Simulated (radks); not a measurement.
Radial electron density D(r) = 4 pi r^2 rho(r) of an atom or ion with 5 electrons. All-electron calculation, scalar-relativistic Kohn-Sham, PBE, spin-unpolarised, spherical densities, point nucleus. Program: a radial shooting solver on a logarithmic mesh with Libxc functionals.

| r (bohr) | D(r) (e/bohr) |
|---|---|
| 0.008213 | 0.1617 |
| 0.01087 | 0.2725 |
| 0.01438 | 0.4538 |
| 0.01902 | 0.7437 |
| 0.02517 | 1.194 |
| 0.0333 | 1.863 |
| 0.04407 | 2.804 |
| 0.0583 | 4.021 |
| 0.07714 | 5.411 |
| 0.1013 | 6.667 |
| 0.134 | 7.421 |
| 0.1773 | 7.155 |
| 0.2346 | 5.717 |
| 0.3103 | 3.622 |
| 0.4106 | 1.919 |
| 0.5433 | 1.384 |
| 0.7189 | 1.770 |
| 0.9512 | 2.016 |
| 1.248 | 1.505 |
| 1.652 | 0.6589 |
| 2.186 | 0.1650 |
| 2.892 | 0.04674 |
| 3.826 | 0.03560 |
| 5.063 | 0.007388 |
| 6.699 | 0.01415 |
| 8.863 | 0.05042 |
| 15.39 | 0.08723 |
| 20.37 | 0.06372 |
| 26.95 | 0.002999 |

What is the nuclear charge?

Answer. Z = 7. The innermost maximum, from 1s, lies near gamma/Z bohr with gamma = sqrt(1 - (Z/c)^2) = 0.999, here 0.143 bohr (found: 0.145), and its height grows with Z. The density is that of the nitrogen ion N2+ in [He] 2s2 6f1; the configuration itself is not fixed sharply by these data. D(r) has 4 maxima, at r = 0.145, 0.914, 8.52, 17.2 bohr, and minima at 0.535 bohr, inside which lie 2.07 electrons.
